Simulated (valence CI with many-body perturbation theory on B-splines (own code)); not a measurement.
## Missing levels of Yb65+

Method: valence CI with perturbative core correlation (CI+MBPT): three valence electrons over a frozen Dirac-Fock core [He], a basis of 11 s, 11 p, 9 d, 7 f, 5 g, 2 h, 1 i functions for each j, with the one-electron correlation potential Σ1 (screened to all orders), the two-electron term Σ2, the three-electron term Σ3, Breit, model QED; selected single and double excitations, second order for the rest (own B-spline code, finite nucleus).

No measured spectrum was set against this ion. As an estimate, large intervals hold to a few tenths of a per cent, small ones and those within an open d or f shell to about a per cent.

| Level | E (eV) |
| --- | --- |
| (2s^2 2p1/2) J=1/2 | 0.0 |
| (2s 2p1/2^2) J=1/2 | 246.6 |
| (2s^2 2p3/2) J=3/2 | 1136.2 |
| (2s 2p1/2 2p3/2) J=3/2 [a] | 1309.3 |
| (2s 2p1/2 2p3/2) J=5/2 | ? |
| (2s 2p1/2 2p3/2) J=1/2 | 1415.9 |
| (2s 2p1/2 2p3/2) J=3/2 [b] | 1418.0 |
| (2p1/2^2 2p3/2) J=3/2 | 1674.9 |
| (2s 2p3/2^2) J=5/2 | ? |
| (2s 2p3/2^2) J=1/2 | 2565.2 |
| (2s 2p3/2^2) J=3/2 | 2565.9 |
| (2p1/2 2p3/2^2) J=3/2 | ? |
| (2p1/2 2p3/2^2) J=5/2 | ? |
| (2p1/2 2p3/2^2) J=1/2 | 2841.3 |
| (2p3/2^3) J=3/2 | ? |
| (2s^2 3s) J=1/2 | ? |
| (2s^2 3p1/2) J=1/2 | 9421.6 |
| (2s 2p1/2 3s) J=1/2 [a] | 9504.2 |
| (2s 2p1/2 3s) J=3/2 | 9530.5 |
| (2s 2p1/2 3s) J=1/2 [b] | 9559.1 |

Levels are named by their leading jj configuration (3d3/2^4 stands for four electrons in 3d with j = 3/2), which in mixed levels can hold well under half, so a name can repeat and another be missing. Letters in brackets count levels of one name in rising energy.

Q: The levels stand in rising order. What does the calculation give for the missing energies?

A: (2s 2p1/2 2p3/2) J=5/2 1348.7; (2s 2p3/2^2) J=5/2 2463.3; (2p1/2 2p3/2^2) J=3/2 2765.3; (2p1/2 2p3/2^2) J=5/2 2787.7; (2p3/2^3) J=3/2 3942.4; (2s^2 3s) J=1/2 9339.3.
